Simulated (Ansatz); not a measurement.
One change: `[CH3][Mo]([F])(=[S])=[S]` becomes `[F][Mo]([F])(=[S])=[S]`.

Ansatz, PBE0-D4/def2-TZVP geometries, multiplicity 1. 

Elements past krypton have def2 core potentials.

| property | `[CH3][Mo]([F])(=[S])=[S]` |
| --- | --- |
| zero-point energy (PBE0-D4/def2-TZVP) / kJ/mol | 108.7 |
| HOMO–LUMO gap (B3LYP/def2-TZVPP) / eV | 3.69 |
| ideal-gas entropy at 298 K and 1 bar (rigid rotor, harmonic PBE0-D4/def2-TZVP) / J/(mol·K) | 362 |
| LUMO energy (ωB97M-V/def2-TZVPP) / eV | -1.33 |
| size of the dipole moment (B3LYP/def2-TZVPP) / D | 1.98 |
| LUMO energy (PBE/def2-TZVPP) / eV | -4.14 |

(1) What does the change do to each property? (Best estimate.)

Answers

(1) Ansatz gave: 
```csv
property,`[F][Mo]([F])(=[S])=[S]`,shift
zero-point energy (PBE0-D4/def2-TZVP) / kJ/mol,21.7,-87.0
HOMO–LUMO gap (B3LYP/def2-TZVPP) / eV,3.75,0.06
"ideal-gas entropy at 298 K and 1 bar (rigid rotor, harmonic PBE0-D4/def2-TZVP) / J/(mol·K)",338,-24
LUMO energy (ωB97M-V/def2-TZVPP) / eV,-1.67,-0.34
size of the dipole moment (B3LYP/def2-TZVPP) / D,0.18,-1.80
LUMO energy (PBE/def2-TZVPP) / eV,-4.36,-0.22
```

With PBE0 the HOMO falls by 0.37 eV and the LUMO falls by 0.32 eV, so the gap widens by about 0.05 eV. PBE moves the HOMO by -0.33 eV and ωB97M-V by -0.34 eV. The zero-point energy changes by -87.0 kJ/mol with -9 modes. Dipoles are sizes alone; their direction can turn.

B3LYP here is the variant with VWN-RPA as its local correlation; programs differ in this.
